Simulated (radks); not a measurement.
Spherical quantum dot in the effective-mass picture: electrons in a hard-walled sphere of radius 1.31, with a point charge +1 (a donor) at the centre, all in effective atomic units (hartree* = m*/eps^2 hartree, bohr* = eps/m* bohr), one dielectric constant everywhere. Method: non-relativistic Kohn-Sham, r2SCAN, spin-polarised, spherical densities, generalised Kohn-Sham scheme; computed with a radial shooting solver with Libxc functionals. Levels are named by radial order and angular momentum (1s, 1p, 1d, 2s, ...), and open shells are averaged over m. Results are scaled to m* = 0.279 and eps = 10.6, for which hartree* = 67.57 meV and bohr* = 2.01 nm.

N = 12, configuration 1s2 1p6 1d(up 4, down 0). This is the lowest configuration that the search found. Occupied levels:

| level | occupation | eigenvalue (meV) | <r> (nm) |
|---|---|---|---|
| 1s up | 1 | 926.98 | 1.401 |
| 1s down | 1 | 940.68 | 1.377 |
| 1p up | 3 | 1109.1 | 1.630 |
| 1p down | 3 | 1130.8 | 1.622 |
| 1d up | 4 | 1348.1 | 1.755 |

Energy (meV): total 8886.18, kinetic 5452.6, external -1110.4, Hartree 5411.2, exchange-correlation -867.22.
